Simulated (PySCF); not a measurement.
# MRb cations for M along group 14

PBE0 with double-zeta basis sets in PySCF, for the lowest determinant that a PBE0 search found; no spin–orbit coupling. De refers to high-spin ground-configuration atoms (the charge goes to the atom of lower measured ionisation energy or higher electron affinity, which is not always the lowest computed limit). A positive dipole points towards Rb; it is taken about the centre of mass and depends on that origin.

| M | basis | charged atom | state (unpaired electrons) | Re (Å) | ωe (cm⁻¹) | De (eV) | μ (D) |
| --- | --- | --- | --- | --- | --- | --- | --- |
| Si | def2-SVPD | Rb+ | triplet (σ ↑, π ↑) | 3.850 | 78.6 | 0.29 | 2.48 |
| Ge | def2-SVP | Rb+ | triplet (σ ↑, π ↑) | 3.895 | 54.7 | 0.27 | 6.83 |
| Pb | def2-SVP | Rb+ | triplet (σ ↑, π ↑) | 4.102 | 42.6 | n/a | 11.32 |

The shortest bond is that of RbSi⁺ (3.850 Å), the longest that of RbPb⁺ (4.102 Å).

The rows differ in basis set, which adds steps of its own.

Down a group the atoms grow and get heavier, so bonds lengthen and wavenumbers fall; this series shows no clear exception.

Weak bonds: RbGe⁺, RbSi⁺. Basis-set superposition, not corrected here, can be much of De in a small basis, most of all at correlated wavefunction levels. These are scalar-relativistic numbers at best; spin–orbit coupling would shift them, the dissociation energy most. For an ion De counts to the pair picked by the measured ionisation energies or electron affinities, which need not be the lowest pair at this level. States were picked by a PBE0 search and need not be the measured ground states.
